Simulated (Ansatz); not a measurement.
Mulliken charges of BFH₃InO (`O[B](F)[InH2]`) from r2SCAN/def2-TZVPP in Ansatz (PBE0-D4/def2-TZVP geometry).

```
atom   x (Å)   y (Å)   z (Å)  charge (e)
  O1   1.602  -0.398   1.128      -0.265
  B2   0.460  -0.743   0.494       0.332
  F3   0.120  -2.026   0.622      -0.245
 In4  -0.956   0.545  -0.755       0.257
  H5   1.847   0.524   1.034       0.219
  H6  -2.310   1.364  -0.058      -0.149
  H7  -0.763   0.734  -2.464      -0.149
```

Problem. By hand: the dipole of these point charges (1 e Å = 4.8032 D).

Solution. Σ q r = (0.315, 0.297, 0.121) e Å, of length 0.450 e Å = 2.16 D.

Problem. How does the dipole of the full density compare? (An estimate is asked.)

Solution. Ansatz gave: (0.172, 0.375, 0.008) e Å, 1.98 D; the point charges give 1.09 times that, at 26° from its direction.

Point charges leave out the atoms' own dipoles, such as those of lone pairs, and Mulliken's split depends on the basis, so the two needn't agree.
